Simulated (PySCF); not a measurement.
Working out the ionisation energy of Al²⁺

Al²⁺ [Ne] 3s1 (2S) → Al³⁺ [Ne] (1S). Calculation: PySCF 2.14, in x2c-QZVPPall with one added diffuse shell each of s, p, d, f type (10s7p5d3f1g, 86 functions); scalar relativity by spin-free X2C-1e. Frozen: 1s2. Energies in hartree (1 hartree = 27.21139 eV):

```tsv
part	Al²⁺ (lower)	Al³⁺ (upper)
UHF	-241.466720	-240.434476
MP2 opposite-spin	-0.115323	-0.109738
MP2 same-spin	-0.046766	-0.041769
```

Question: What does Hartree-Fock give?

Answer: (-240.434476) − (-241.466720) = 1.032244 hartree = 28.089 eV.

Question: What do MP2 and SCS-MP2 (6/5 opposite-spin, 1/3 same-spin) give?

Answer: The opposite-spin parts differ by 0.152 eV and the same-spin parts by 0.136 eV. MP2: 28.089 + (0.152) + (0.136) = 28.377 eV. SCS-MP2: 28.089 + 1.2 × (0.152) + (0.136)/3 = 28.317 eV.

Measured between the centres of the two terms (NIST): 28.448 eV, so MP2 (valence and next inner shell) is off by -0.071 eV.

What remains against the reference includes basis incompleteness, the frozen core and correlation beyond second order.
